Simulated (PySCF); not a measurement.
**Structure from 2D NMR**

Compound of formula C₅H₄F₄O₂. Correlations simulated from computed shifts and the bond graph:

HSQC (one-bond C–H):
```csv
δH,δC
7.87,132.1
6.94,123.6
```

HMBC (two and three bonds, from the bond graph):
```csv
δH,δC
7.87,"132.1, 79.9"
6.94,79.9
```

Carbons without hydrogens: δ 79.9.

Computed data (PySCF 2.14.0 with density-fitted response routines): coordinates at the GFN2-xTB level, PBE0/pcSseg-1 with gauge-including orbitals. In vacuum, a single conformation, relativity neglected, equivalent nuclei averaged.

Scale: ¹H (σ = 31.72 ppm), ¹³C (σ = 186.93 ppm) vs TMS (reference shieldings calculated alike).

Exchangeable hydrogens are left out of these lists.

Work out the connectivity.

Answers

SMILES FC(F)OC1(OC(F)F)C=C1.

Atom-mapped SMILES (the numbers label the heavy atoms): `[F:1][CH:2]([F:3])[O:4][C:5]1([O:6][CH:7]([F:8])[F:9])[CH:10]=[CH:11]1`; H(Xn) means a hydrogen on atom n.

- δC 132.1 is C10/C11, an alkene CH (δH 7.87).
- δC 123.6 is C2/C7, an sp3 CH bonded to 2 F and O (δH 6.94).
- δC 79.9 is C5, an sp3 carbon bearing two oxygens.
- HMBC from δH 7.87 reaches the proton-free carbon C5.
- HMBC from δH 6.94 reaches the proton-free carbon C5.

The shifts were computed for this structure.

Shifts are as computed. Against solution values, carbons near 30 ppm lie about +3 ppm off and those near 130 ppm about +5 ppm. Of 1309 compounds with measured shifts, 239 miss one by over three times the rms of a fit or turn the order of signals round; such compounds aren't used in these exercises.
